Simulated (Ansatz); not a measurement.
Program: Ansatz. Geometries: PBE0-D4/def2-TZVP. ΔE: electronic, gas phase. CBS: MP2 limit from def2 TZ/QZ plus the TZ coupled-cluster correction, frozen cores. This one scheme is used for every species. Functionals use def2-TZVPP. B3LYP here is the variant with VWN-RPA as its local correlation; programs differ in this. For Br outer-core shells are correlated without core-valence functions, which leaves a few kJ/mol of doubt a bond. Scalar relativity is left out up to krypton. One conformer a species, not always the lowest.

`[NH2][Al]([Cl])[Br]` + CH₄ → `[CH3][Al]([NH2])[Br]` + HCl  (formal exchange of groups at the Al–Cl bond)

Is it downhill or uphill in electronic energy at CCSD(T)/CBS, and by how much? (Estimate.)

Computed: Uphill: ΔE = +38.4 kcal/mol.

What do these levels give: revPBE-D4, PBE0, B3LYP, r2SCAN0, CAM-B3LYP, MP2/CBS(def2)? (Best estimate.)

Computed: revPBE-D4 36.9, PBE0 37.7, B3LYP 38.4, r2SCAN0 39.4, CAM-B3LYP 38.4, MP2/CBS(def2) 39.6 kcal/mol.

What do rigid-rotor, harmonic-oscillator terms from PBE0-D4/def2-TZVP frequencies (298.15 K, 1 bar) make of the CCSD(T)/CBS value? (Estimate.)

Ansatz gave: ΔZPE = -2.5 kcal/mol, ΔH = +36.3 kcal/mol, ΔS = 16 J/(mol·K), ΔG = +35.1 kcal/mol.

Largest T1 diagnostic among the species: 0.008.

From BLYP to BHLYP (50 % exact exchange), in def2-TZVPP and without D4, ΔE moves by +2.3 kcal/mol. Leaving LDA and LC-ωPBE aside and taking each functional with its dispersion term where it has one, the values, not all of them listed here, spread over 3.5 kcal/mol, from PBE-D4 to BHLYP-D4. LDA lies −1.3 kcal/mol from PBE without D4.
